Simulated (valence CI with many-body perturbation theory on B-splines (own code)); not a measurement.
E1 transitions of Mo XXIX

Method: configuration interaction combined with many-body perturbation theory (CI+MBPT): four valence electrons over a frozen Dirac-Fock core [Ne], a basis of 11 s, 11 p, 9 d, 7 f, 5 g, 2 h, 1 i functions for each j, with the one-electron correlation potential Σ1, the two-electron term Σ2, the three-electron term Σ3, Breit, model QED; selected CI, second order for the rest (own B-spline code, finite nucleus).

No measured spectrum was set against this ion. As an estimate, large intervals hold to a few tenths of a per cent, small ones and those within an open d or f shell to about a per cent.

Lines 151 to 200 of 229 in falling wavelength, among levels below 2084700 cm⁻¹, chosen from the strongest by gf and those to the six lowest levels. Wavelengths and rates use the calculated energies. Electric multipoles are in the length gauge, E1 and E2 with the static RPA response of the core. Weak lines are less certain than strong ones. Lines between different terms over intervals too small for the method are left out, as are lines whose strength nearly cancels. Where a level lies close to another of its J and parity, the split of strength between their lines is uncertain. The highest levels of a list are the least certain.

Names give the largest LS component (configuration and term), which can be under half, so a name can repeat, a term be missing and a line seem to break the LS rules; names also repeat where a configuration has a term twice. Letters in brackets count levels of one name in rising energy.

| λ vac (Å) | Upper | Lower | A (s⁻¹) | S (a.u.) with core polarisation | S without |
| --- | --- | --- | --- | --- | --- |
| 96.43 | 3s 3p2 3d 3F_2 [a] | 3s 3p3 5S°_2 | 5.85e+09 | 1.29e-02 | 1.33e-02 |
| 95.67 | 3s 3p2 3d 3F_2 [c] | 3s2 3p 3d 1D°_2 | 8.78e+09 | 1.90e-02 | 1.94e-02 |
| 95.49 | 3s2 3p 3d 1F°_3 | 3s2 3p2 3P_2 | 1.35e+11 | 4.07e-01 | 4.17e-01 |
| 95.41 | 3s 3p2 3d 1G_4 | 3s 3p3 3D°_3 | 1.85e+10 | 7.13e-02 | 7.30e-02 |
| 95.07 | 3p4 3P_1 [a] | 3s 3p3 5S°_2 | 8.99e+07 | 1.14e-04 | 1.17e-04 |
| 94.81 | 3s 3p2 3d 3P_2 | 3s 3p3 3D°_1 | 1.09e+10 | 2.28e-02 | 2.33e-02 |
| 94.80 | 3s 3p2 3d 3D_2 [d] | 3s 3p3 3P°_1 | 1.11e+10 | 2.33e-02 | 2.39e-02 |
| 94.60 | 3s 3p2 3d 3F_3 [b] | 3s2 3p 3d 1D°_2 | 1.27e+10 | 3.73e-02 | 3.81e-02 |
| 94.44 | 3s 3p2 3d 3D_2 [c] | 3s2 3p 3d 1D°_2 | 2.52e+10 | 5.25e-02 | 5.37e-02 |
| 94.19 | 3p4 1D_2 | 3s 3p3 5S°_2 | 3.27e+09 | 6.74e-03 | 6.90e-03 |
| 93.72 | 3s 3p2 3d 3D_3 [a] | 3s 3p3 3D°_2 | 4.21e+10 | 1.20e-01 | 1.23e-01 |
| 93.56 | 3p4 3P_1 [b] | 3s 3p3 3D°_1 | 8.93e+10 | 1.08e-01 | 1.11e-01 |
| 93.22 | 3s 3p2 3d 3D_2 [a] | 3s 3p3 3D°_3 | 1.43e+10 | 2.85e-02 | 2.92e-02 |
| 93.08 | 3s 3p2 3d 1P_1 | 3s 3p3 3P°_0 | 1.43e+10 | 1.70e-02 | 1.74e-02 |
| 91.82 | 3s 3p2 3d 3F_3 [a] | 3s 3p3 3D°_2 | 2.42e+10 | 6.47e-02 | 6.62e-02 |
| 91.65 | 3s 3p2 3d 3D_2 [b] | 3s 3p3 3D°_3 | 1.59e+10 | 3.02e-02 | 3.10e-02 |
| 91.52 | 3s 3p2 3d 5P_3 | 3s 3p3 5S°_2 | 6.25e+10 | 1.66e-01 | 1.69e-01 |
| 91.42 | 3s 3p2 3d 3D_2 [d] | 3s2 3p 3d 1D°_2 | 1.46e+10 | 2.75e-02 | 2.82e-02 |
| 91.41 | 3s 3p2 3d 1P_1 | 3s2 3p 3d 1D°_2 | 1.45e+10 | 1.64e-02 | 1.68e-02 |
| 91.25 | 3s 3p2 3d 3D_1 [b] | 3s 3p3 3D°_2 | 1.21e+10 | 1.36e-02 | 1.40e-02 |
| 90.98 | 3s 3p2 3d 3D_3 [b] | 3s 3p3 3D°_3 | 8.43e+10 | 2.19e-01 | 2.25e-01 |
| 90.97 | 3s2 3p 3d 1P°_1 | 3s2 3p2 3P_2 | 1.07e+10 | 1.20e-02 | 1.23e-02 |
| 90.92 | 3s 3p3 1P°_1 | 3s2 3p2 1D_2 | 8.92e+09 | 9.93e-03 | 1.02e-02 |
| 89.66 | 3s 3p2 3d 3F_3 [b] | 3s 3p3 3D°_3 | 1.20e+10 | 2.99e-02 | 3.06e-02 |
| 89.50 | 3s 3p3 3S°_1 | 3s2 3p2 3P_0 | 5.51e+10 | 5.85e-02 | 6.00e-02 |
| 89.05 | 3s2 3p 3d 3D°_2 | 3s2 3p2 1D_2 | 1.33e+11 | 2.32e-01 | 2.37e-01 |
| 88.89 | 3s 3p2 3d 3F_2 [b] | 3s 3p3 5S°_2 | 1.87e+09 | 3.24e-03 | 3.33e-03 |
| 88.89 | 3s 3p2 3d 3D_2 [a] | 3s 3p3 3D°_2 | 4.36e+10 | 7.56e-02 | 7.74e-02 |
| 88.37 | 3s 3p2 3d 5P_2 | 3s 3p3 5S°_2 | 1.33e+11 | 2.27e-01 | 2.32e-01 |
| 88.33 | 3s 3p2 3d 5D_3 | 3s 3p3 5S°_2 | 4.58e+10 | 1.09e-01 | 1.12e-01 |
| 88.18 | 3s2 3p 3d 3D°_3 | 3s2 3p2 1D_2 | 1.55e+11 | 3.68e-01 | 3.76e-01 |
| 88.09 | 3s 3p3 1P°_1 | 3s2 3p2 3P_1 | 1.27e+11 | 1.28e-01 | 1.31e-01 |
| 88.08 | 3s 3p2 3d 3D_1 [c] | 3s 3p3 3D°_2 | 7.18e+10 | 7.27e-02 | 7.44e-02 |
| 87.73 | 3s 3p2 3d 3D_1 [a] | 3s 3p3 3D°_1 | 6.31e+10 | 6.30e-02 | 6.46e-02 |
| 87.70 | 3s 3p2 3d 5P_1 | 3s 3p3 5S°_2 | 1.51e+11 | 1.51e-01 | 1.54e-01 |
| 87.46 | 3s 3p2 3d 3D_2 [b] | 3s 3p3 3D°_2 | 3.67e+10 | 6.06e-02 | 6.21e-02 |
| 87.06 | 3s 3p2 3d 3P_1 | 3s 3p3 3D°_2 | 1.90e+10 | 1.85e-02 | 1.90e-02 |
| 86.85 | 3s 3p2 3d 3D_3 [b] | 3s 3p3 3D°_2 | 1.51e+10 | 3.41e-02 | 3.49e-02 |
| 86.38 | 3s 3p2 3d 3P_0 [b] | 3s 3p3 3D°_1 | 8.40e+10 | 2.67e-02 | 2.74e-02 |
| 86.34 | 3s2 3p 3d 3D°_2 | 3s2 3p2 3P_1 | 7.84e+10 | 1.24e-01 | 1.28e-01 |
| 86.07 | 3s 3p2 3d 3F_4 [b] | 3s 3p3 3D°_3 | 1.39e+11 | 3.94e-01 | 4.03e-01 |
| 85.65 | 3s 3p2 3d 3F_3 [b] | 3s 3p3 3D°_2 | 5.09e+10 | 1.10e-01 | 1.13e-01 |
| 85.58 | 3s2 3p 3d 3P°_0 | 3s2 3p2 3P_1 | 1.55e+11 | 4.81e-02 | 4.93e-02 |
| 85.50 | 3s2 3p 3d 3P°_1 | 3s2 3p2 1D_2 | 2.15e+10 | 1.99e-02 | 2.03e-02 |
| 85.14 | 3s 3p2 3d 3D_2 [a] | 3s 3p3 3D°_1 | 1.23e+10 | 1.88e-02 | 1.92e-02 |
| 85.03 | 3s 3p2 3d 3P_2 | 3s 3p3 5S°_2 | 2.50e+10 | 3.79e-02 | 3.88e-02 |
| 84.78 | 3s2 3p 3d 3D°_1 | 3s2 3p2 3P_0 | 1.48e+11 | 1.34e-01 | 1.37e-01 |
| 84.41 | 3s 3p2 3d 3D_1 [c] | 3s 3p3 3D°_1 | 2.28e+10 | 2.03e-02 | 2.08e-02 |
| 84.05 | 3s2 3p 3d 3P°_2 [b] | 3s2 3p2 1D_2 | 2.08e+09 | 3.04e-03 | 3.11e-03 |
| 84.02 | 3p4 3P_1 [b] | 3s 3p3 5S°_2 | 1.59e+09 | 1.40e-03 | 1.43e-03 |
